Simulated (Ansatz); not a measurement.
Ansatz (a first-principles code) input (HF/6-31G* with LANL2DZ past Ar): The .json file joins the Basis Set Exchange's 6-31G* for atoms up to Ar and LANL2DZ past it.

Ansatz 0.2 input:
```yaml
crystal:
  periodic: [false, false, false]
  atoms:
    - {symbol: C, position_ang: [1.61618500, -0.90420600, 0.34992800]}
    - {symbol: Ge, position_ang: [0.04843500, 0.11138800, -0.32604400]}
    - {symbol: C, position_ang: [-1.59926400, -0.98504300, -0.15535900]}
    - {symbol: N, position_ang: [-0.18030300, 1.49484800, 0.90823300]}
    - {symbol: H, position_ang: [1.40030400, -1.24467200, 1.36472300]}
    - {symbol: H, position_ang: [2.50602200, -0.27567300, 0.36644200]}
    - {symbol: H, position_ang: [1.80941200, -1.76726600, -0.28631900]}
    - {symbol: H, position_ang: [-1.54559800, -1.85161100, -0.81353700]}
    - {symbol: H, position_ang: [-1.68841100, -1.32232300, 0.87935100]}
    - {symbol: H, position_ang: [-2.48102600, -0.40104800, -0.41724000]}
    - {symbol: H, position_ang: [-1.00701000, 2.06444800, 0.77987300]}
    - {symbol: H, position_ang: [0.61697600, 2.10527500, 1.03507200]}
basis:
  gaussian:
    orbitals: 6-31Gs+LANL2DZ.json
hamiltonian:
  xc: {name: HF}
magnetization: {spin_polarized: true, initial_magnetization: 1}
relax: {f_tol: 0.003, max_steps: 120}
```

From the output:

```
relax step   6: F+E_penalty+E_count = -3767.52328223 eV  Δ(F+E_penalty+E_count) = -1.307e-5 eV  max|allowed force component| = 5.241e-3 eV/Å  Δτ_max = 0.0023 Å  (31 SCF iters, accepted)
these checks for a lower state are left out or cut short: starts, cluster_reference, orbital_swaps, neighbouring_geometries, increment
integrals: 0.02 GiB planned
889 factors; integrals over basis functions are off by at most 4.1e-4 eV
mean field: 0.23 GiB planned
mean field -3767.52328523 eV, -138.4539270132 hartree, gradient 6.4e-5 eV, S^2 0.754589; 0 other end points of the search recorded, 0 dependent functions left out
the calculation of the forces begins
reference -3767.52328523 eV, -138.4539270132 hartree; 16, 15 occupied and 53, 54 virtual orbitals, 889 factors
relax step   7: F+E_penalty+E_count = -3767.52328523 eV  Δ(F+E_penalty+E_count) = -2.999e-6 eV  max|allowed force component| = 6.870e-4 eV/Å  Δτ_max = 0.0014 Å  (29 SCF iters, accepted)
integrals: 0.02 GiB planned
889 factors; integrals over basis functions are off by at most 4.1e-4 eV
mean field: 0.23 GiB planned
mean field evaluation 64: about -3766.7637 eV, gradient 1.3e1 eV
mean field -3767.52328523 eV, -138.4539270132 hartree, gradient 6.4e-5 eV, S^2 0.754589; 1 other end points of the search recorded, 0 dependent functions left out
the calculation of the forces begins
reference -3767.52328523 eV, -138.4539270132 hartree; 16, 15 occupied and 53, 54 virtual orbitals, 889 factors
Total energy: -3767.52328523 eV, -138.4539270132 hartree
Atom 0 at     1.614851    -0.902909     0.343313 Å, force    -0.000620     0.000656    -0.000228 eV/Å
Atom 1 at     0.043608     0.120482    -0.296782 Å, force     0.000016    -0.000067    -0.000088 eV/Å
Atom 2 at    -1.596031    -0.983631    -0.161257 Å, force     0.000627     0.000687    -0.000032 eV/Å
Atom 3 at    -0.180237     1.505970     0.906035 Å, force     0.000025    -0.000068    -0.000148 eV/Å
Atom 4 at     1.439255    -1.220093     1.366619 Å, force     0.000026     0.000010     0.000381 eV/Å
Atom 5 at     2.515893    -0.299236     0.320412 Å, force     0.000170    -0.000244    -0.000013 eV/Å
Atom 6 at     1.780073    -1.781863    -0.270617 Å, force     0.000218    -0.000402    -0.000214 eV/Å
Atom 7 at    -1.521805    -1.864872    -0.789486 Å, force    -0.000122    -0.000410    -0.000268 eV/Å
Atom 8 at    -1.727224    -1.299699     0.869026 Å, force    -0.000142     0.000006     0.000355 eV/Å
Atom 9 at    -2.475144    -0.424711    -0.463897 Å, force    -0.000145    -0.000252    -0.000062 eV/Å
Atom 10 at    -1.002430     2.067135     0.804587 Å, force    -0.000403     0.000033     0.000099 eV/Å
Atom 11 at     0.604915     2.107544     1.057170 Å, force     0.000351     0.000052     0.000217 eV/Å
Dipole moment:     0.025786     0.137235    -0.186048 e Å
```

The geometry given is a B3LYP-D3(BJ)/def2-TZVP minimum.
